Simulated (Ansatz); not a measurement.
`CC[O][In]([CH3])[Cl]` + `C[O][GeH]([SH])[Cl]` → `C[O][GeH]([Cl])[S]C` + `CC[O][InH][Cl]`  (substitution at a C–In bond)

Gas-phase electronic energies from Ansatz, PBE0-D4/def2-TZVP geometries. CBS: MP2 limit from def2 TZ/QZ plus the TZ coupled-cluster correction, frozen cores. Elements past krypton have def2 core potentials. For Ge, In outer-core shells are correlated without core-valence functions, which leaves a few kJ/mol of doubt a bond. Scalar relativity is left out up to krypton. One conformer a species, not always the lowest.

`CC[O][In]([CH3])[Cl]`:

Cartesian coordinates in Å:
```
C 1.681 1.688 0.144
C 1.624 0.313 0.775
O 0.868 -0.593 0.007
In -1.103 -0.645 0.044
C -2.363 -1.843 -1.172
Cl -1.910 0.791 1.714
H 2.061 1.624 -0.878
H 2.334 2.353 0.717
H 0.685 2.142 0.119
H 1.236 0.398 1.799
H 2.638 -0.100 0.851
H -3.055 -1.195 -1.711
H -1.762 -2.415 -1.876
H -2.933 -2.518 -0.533
```

`C[O][GeH]([SH])[Cl]`:

Cartesian coordinates in Å:
```
C 1.579 0.033 -0.031
O 0.619 0.691 0.769
Ge -1.091 0.329 0.582
S -1.771 0.575 -1.507
Cl -1.395 -1.738 1.110
H 2.552 0.471 0.197
H 1.619 -1.039 0.190
H 1.376 0.168 -1.100
H -1.821 1.249 1.555
H -1.665 -0.738 -1.765
```

`C[O][GeH]([Cl])[S]C`:

Cartesian coordinates in Å:
```
C 0.470 1.730 1.024
O -0.496 1.367 0.058
Ge -0.026 0.373 -1.321
Cl 1.528 1.366 -2.423
S 0.850 -1.531 -0.660
C -0.589 -2.156 0.260
H 1.018 0.859 1.402
H -0.057 2.200 1.856
H 1.192 2.446 0.617
H -1.295 0.257 -2.168
H -1.436 -2.337 -0.402
H -0.877 -1.471 1.057
H -0.281 -3.104 0.700
```

`CC[O][InH][Cl]`:

Z-matrix (Å, degrees):
```
C
C 1 1.513
H 1 1.095 2 110.7
H 1 1.092 2 110.5 3 -120.3
H 1 1.094 2 110.8 3 119.4
O 2 1.410 1 112.1 3 65.1
H 2 1.097 1 109.8 3 -176.5
H 2 1.098 1 109.5 3 -59.3
In 6 1.965 2 122.7 1 -80.6
Cl 9 2.334 6 110.4 2 -6.9
H 9 1.689 6 126.1 2 174.8
```

```
               species  CCSD(T)/CBS(def2) energy (Eh)
`CC[O][In]([CH3])[Cl]`                     -843.80850
 `C[O][GeH]([SH])[Cl]`                    -3049.97932
 `C[O][GeH]([Cl])[S]C`                    -3089.23666
      `CC[O][InH][Cl]`                     -804.53375
```

(1) Work out ΔE.

Largest T1 diagnostic among the species: 0.015.

Answers

(1) ΔE = (-3089.23666) + (-804.53375) − (-843.80850) − (-3049.97932) = 0.01741 Eh = +10.9 kcal/mol.

The D4 term adds −1.1 kcal/mol with B3LYP and −0.6 kcal/mol with PBE0; it sums over pairs of atoms, weighted by their polarisabilities, and B3LYP, whose exchange is more repulsive, gets the larger term. In def2-TZVPP, CCSD(T) changes the Hartree–Fock value by +1.9 kcal/mol (the triples alone add +0.0 kcal/mol) and MP2 by +2.8 kcal/mol.

B3LYP here is the variant with VWN-RPA as its local correlation; programs differ in this.
